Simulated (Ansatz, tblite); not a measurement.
Cost and result up the ladder for BeMe2 (C2H6Be) (9 atoms). Charge 0, multiplicity 1. Geometry: r2SCAN-D4/def2-TZVP.

```
atom    x (Å)    y (Å)    z (Å)
 Be1  -0.0027   0.0001  -0.0069
  C2   0.1339   1.6750  -0.0267
  H3  -0.7863   2.1650  -0.3645
  H4   0.9335   2.0196  -0.6921
  H5   0.3575   2.0817   0.9662
  C6  -0.1349  -1.6750   0.0242
  H7  -0.8769  -2.0181   0.7542
  H8   0.8115  -2.1593   0.2904
  H9  -0.4357  -2.0890  -0.9448
```

Ansatz on 4 threads of Arm Neoverse V2 on a shared host; xTB runs through tblite on one thread. Times are rough, summed over both states, and most runs start from the orbitals of an earlier one. PBE0-D4/def2-TZVP serves as the yardstick here, not as an exact answer. The other state is a doublet.

The xTB rows come from tblite. Correlated methods freeze 2 core orbitals.

Raw xTB energies of ions are shifted by several eV.

```
                            level  functions  wall time
                         GFN2-xTB         18    0.004 s
                         GFN1-xTB         24    0.005 s
                PBE0-D4/def2-TZVP        117      1.7 s
                 PBE-D4/def2-TZVP        117      1.8 s
r2SCAN-D4/def2-TZVP (with forces)        117        3 s
               CCSD(T)/def2-TZVPP        165       54 s
```

(1) Estimate what each level gives for the vertical IE (eV).

## Answers

(1) 
| level | vertical IE (eV) | difference from PBE0-D4/def2-TZVP (eV) | remarks |
| --- | --- | --- | --- |
| GFN2-xTB | 13.33 | 2.97 | – |
| GFN1-xTB | 14.61 | 4.26 | – |
| PBE0-D4/def2-TZVP | 10.35 | 0.00 | – |
| PBE-D4/def2-TZVP | 10.11 | -0.24 | – |
| r2SCAN-D4/def2-TZVP (with forces) | 10.16 | -0.19 | – |
| CCSD(T)/def2-TZVPP | 10.64 | 0.29 | large T1 (+1 doublet) |
